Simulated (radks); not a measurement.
Values are calculated unless marked as measured or tabulated.
Q: Rb, configuration [Kr] 5s1 (the NIST ground configuration). Level of theory: scalar-relativistic Kohn-Sham, PBE, spin-polarised, spherical densities, point nucleus; open shells are filled with parallel spins first (spin-orbit coupling, left out, can overturn this in heavy ions); hard spherical wall at 8 bohr (a radial shooting solver on a logarithmic mesh with Libxc functionals). Some entries of the table are withheld. Estimate them.

orbital  occ.  eigenvalue (eV)  r(max) (bohr)  <r> (bohr)
1s up       1        -15032.88        0.02629     0.04029
1s down     1        -15032.87        0.02629     0.04029
2s up       1        -2007.300         0.1496      0.1778
2s down     1        -2007.293         0.1496      0.1778
2p up       3        -1779.307         0.1196      0.1551
2p down     3        -1779.301         0.1196      0.1551
3s up       1        -297.0708         0.4509      0.5106
3s down     1        -297.0586         0.4509      0.5105
3p up       3        -223.9463         0.4465      0.5188
3p down     3        -223.9332         0.4465      0.5188
3d up       5        -103.0359         0.3932      0.5254
3d down     5        -103.0207         0.3932      0.5253
4s up       1         -31.0192          1.261       1.458
4s down     1         -30.9519          1.261       1.455
4p up       3         -15.1380          1.430       1.737
4p down     3         -15.0193          1.429       1.727
5s up       1          -1.4527          4.080       4.242
5s down     0          -0.6169          3.958       4.150
5p up       0           1.1254          4.709       4.664
4d up       0           1.4368          3.727       3.800
5p down     0           2.0917          4.589       4.581
4d down     0           2.1203          3.230       3.608
6s up       0              (1)          6.173       4.742
6s down     0              (2)          6.124       4.773

A: 
(1) 6s up eigenvalue (eV): 8.0897
(2) 6s down eigenvalue (eV): 9.1051
